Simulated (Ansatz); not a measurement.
How methods differ on BH2Br (SMILES [H]B([H])Br)

The species is BH2Br (4 atoms), meant as a singlet with charge 0. SMILES: `[H]B([H])Br`. Geometry: relaxed at GFN2-xTB.

```xyz
4

B     0.0910    0.1509   -0.0004
H     1.2598    0.1091    0.0153
H    -0.4901    1.1658   -0.0191
Br   -0.8607   -1.4257    0.0043
```

Quantity: the energy change with the B1–H2 bond stretched from 1.170 to 1.754 Å, in eV. The values are calculated.

| level | kind | program | value (eV) | less FCI/STO-3G | CPU time (all runs) |
| --- | --- | --- | --- | --- | --- |
| r2SCAN/STO-3G (restricted) | meta-GGA | Ansatz | 2.50 | +0.19 | 5.2 s |
| BHLYP/STO-3G (restricted) | global hybrid | Ansatz | 2.80 | +0.49 | 2 s |
| PBE0/STO-3G (restricted) | global hybrid | Ansatz | 2.59 | +0.28 | 2.1 s |
| r2SCAN0/STO-3G (restricted) | hybrid meta-GGA | Ansatz | 2.69 | +0.38 | 5.3 s |
| CAM-B3LYP/STO-3G (restricted) | range-separated hybrid | Ansatz | 2.63 | +0.32 | 2.4 s |
| B2PLYP/STO-3G (restricted) | double hybrid | Ansatz | 2.59 | +0.28 | 3 s |
| CCSD/STO-3G (restricted) | coupled cluster or CI | Ansatz | 2.33 | +0.02 | 0.45 s |
| CCSDT/STO-3G (restricted) | coupled cluster or CI | Ansatz | 2.31 | 0.00 | 1 s |
| FCI/STO-3G | exact in the basis | Ansatz | 2.31 | 0.00 | 12 s |

FCI/STO-3G is exact within its basis and frozen core, so for wave-function methods in that basis the difference is their error; functionals converge differently with the basis, so for them it is only a difference. All-electron rows without a relativistic Hamiltonian named are non-relativistic. The first shape isn't each level's own minimum. The values span 2.31 to 2.80 eV. All rows use very small basis sets, so even the best lies far from the true value. In the correlated wave-function rows the outer d shell of Br is correlated, in sets not made for it. Times are those of the runs behind each value, whatever else they computed, on shared processors of several kinds: orders of magnitude only.
